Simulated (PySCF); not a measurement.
Write Cartesian coordinates for InChI=1S/C9H10O/c1-2-8-6-4-3-5-7-9(8)10/h3-7H,2H2,1H3 as optimised with PBE0-D3(BJ)/def2-SVP.

```xyz
20
C9H10O angstrom
C      2.7453   -0.3660   -0.5412
C      1.8895   -0.2475    0.7201
C      0.4436    0.0239    0.4154
C     -0.0212    1.3072    0.5069
C     -1.3064    1.8769    0.2590
C     -2.4665    1.2522   -0.0937
C     -2.6603   -0.1450   -0.3041
C     -1.7548   -1.1593   -0.2575
C     -0.3105   -1.1798   -0.0133
O      0.2871   -2.2432   -0.1439
H      2.3860   -1.1925   -1.1693
H      3.7943   -0.5694   -0.2775
H      2.7158    0.5632   -1.1309
H      2.2816    0.5525    1.3673
H      1.9499   -1.1979    1.2727
H      0.7291    2.0401    0.8247
H     -1.3587    2.9622    0.3875
H     -3.3516    1.8823   -0.2185
H     -3.6877   -0.4396   -0.5424
H     -2.1231   -2.1699   -0.4602
```

Any rigid rotation of these coordinates is as good. Atoms count from 1 in this order. The 7-membered ring C3–C4–C5–C6–C7–C8–C9 has internal angles of 122.5° to 132.2° (sum 900°, against 900° for a flat polygon); it is almost planar, 0.03 Å rms from its mean plane, widest ring torsion 8°. The C–C distances run from 1.361 Å (C7–C8, drawn aromatic) to 1.529 Å (C1–C2, drawn single), a spread of 0.168 Å. Of the pairs four or more bonds apart, O10···H15 is among the closest relative to their van der Waals radii: 2.42 Å, 89 % of the sum of Bondi's values.

Bonds between heavy atoms (Å): C1–C2 1.529, C2–C3 1.502, C3–C4 1.368, C4–C5 1.427, C5–C6 1.364, C6–C7 1.426, C7–C8 1.361, C8–C9 1.465, C9=O10 1.227, C3–C9 1.484.

Theory: PBE0-D3(BJ)/def2-SVP geometry optimisation, gas phase in PySCF 2.14.0.

Point group: C1 (no symmetry element, even within 0.4 Å). Stationary, but not proved a minimum. The numbers are those of one conformer (C1–C2–C3–C4 -99°).
